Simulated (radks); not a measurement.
The numbers below are computed, except where a source is named.
Charge is removed step by step from the 5d level of Ir2+, starting from [Xe] 4f14 5d7. Code: a radial shooting solver on a logarithmic mesh with Libxc functionals. Model: scalar-relativistic Kohn-Sham, PBE, spin-unpolarised, spherical densities, finite nucleus; Fermi nuclear charge, rms radius 5.4032 fm.

removed (e),E - E(0) (eV),eigenvalue (eV),E minus straight line (eV)
0,0.000,-24.410,0.000
0.25,6.475,-27.414,-1.160
0.5,13.711,-30.498,-1.560
0.75,21.728,-33.656,-1.179
1,30.542,-36.886,0.000

Removing the whole electron costs 30.542 eV by Delta-SCF, against 24.410 eV from minus the eigenvalue at the starting occupation. Slater's transition state (half an electron removed) gives 30.498 eV. Integrating minus the eigenvalue over the occupation (Janak's theorem) gives 30.548 eV. In this scalar-relativistic scheme the density is built from large components alone, so the theorem holds only approximately. The mean slope of the eigenvalue, de/dn, is 12.5 eV per electron. Ionisation energy of Ir2+ in the NIST Atomic Spectra Database: 28 eV (theoretical).

Beside tabulated values, note that spin-unpolarised runs miss the spin-polarisation part of the exchange energy of open shells.
